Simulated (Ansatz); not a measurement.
Relaxation of a periodic cell of 17 atoms, CuSi16 (host Si, host structure diamond, interstitial Cu), cell charge +1, to a largest force component of 0.03 eV/Å in at most 60 steps.

Computed with Ansatz 0.2.0, DFT PBE-D3(BJ), scalar-relativistic, plane waves, PAW. Settings: PAW set soft_1, cutoff 420 eV, k mesh 2x2x2, gaussian smearing 0.02 eV, no spin polarisation.

```xyz
17
Lattice="0.0000 5.4300 5.4300 5.4300 0.0000 5.4300 5.4300 5.4300 0.0000" Properties=species:S:1:pos:R:3
Si 0.000 0.000 0.000
Si 1.357 1.357 1.357
Si 2.715 2.715 0.000
Si 4.072 4.072 1.357
Si 2.715 0.000 2.715
Si 4.072 1.357 4.072
Si 5.430 2.715 2.715
Si 6.787 4.072 4.072
Si 0.000 2.715 2.715
Si 1.357 4.072 4.072
Si 2.715 5.430 2.715
Si 4.072 6.787 4.072
Si 2.715 2.715 5.430
Si 4.072 4.072 6.787
Si 5.430 5.430 5.430
Si 6.787 6.787 6.787
Cu 2.750 2.672 2.632
```

Problem. Where does it end, and by what steps?

Solution. The run converged. Limits of this set-up: coarse k mesh, charged cell in a uniform background, uncorrected. After 13 steps the energy has fallen by 0.164 eV; Cu17 moved furthest, 0.42 Å.

| step | energy less start (eV) | largest force component (eV/Å) | accepted |
| --- | --- | --- | --- |
| 0 | 0.0000 | 0.738 | yes |
| 1 | -0.1078 | 0.248 | yes |
| 2 | -0.1219 | 0.069 | yes |
| 3 | -0.1194 | 0.270 | no |
| 4 | -0.1302 | 0.067 | yes |
| 5 | -0.1371 | 0.147 | yes |
| 6 | -0.1432 | 0.121 | yes |
| 7 | -0.1476 | 0.189 | yes |
| 8 | -0.1554 | 0.036 | yes |
| 9 | -0.1570 | 0.048 | yes |
| 10 | -0.1585 | 0.122 | yes |
| 11 | -0.1621 | 0.089 | yes |
| 12 | -0.1632 | 0.047 | yes |
| 13 | -0.1638 | 0.026 | yes |

```xyz
17
Lattice="0.0000 5.4300 5.4300 5.4300 0.0000 5.4300 5.4300 5.4300 0.0000" Properties=species:S:1:pos:R:3
Si 0.065 -0.149 -0.150
Si 1.236 1.283 1.280
Si 2.640 2.754 -0.013
Si 4.111 4.165 1.344
Si 2.640 -0.012 2.751
Si 4.112 1.345 4.164
Si 5.446 2.789 2.787
Si 6.704 4.192 4.190
Si -0.033 2.680 2.677
Si 1.481 3.972 3.968
Si 2.741 5.499 2.700
Si 4.042 6.853 4.109
Si 2.742 2.703 5.495
Si 4.043 4.112 6.849
Si 5.347 5.530 5.526
Si 6.761 6.854 6.851
Cu 2.970 2.401 2.402
```

Time of the run: 80 s on 1 thread of Arm Neoverse V2, with other jobs on the host, peak memory 0.56 GiB.
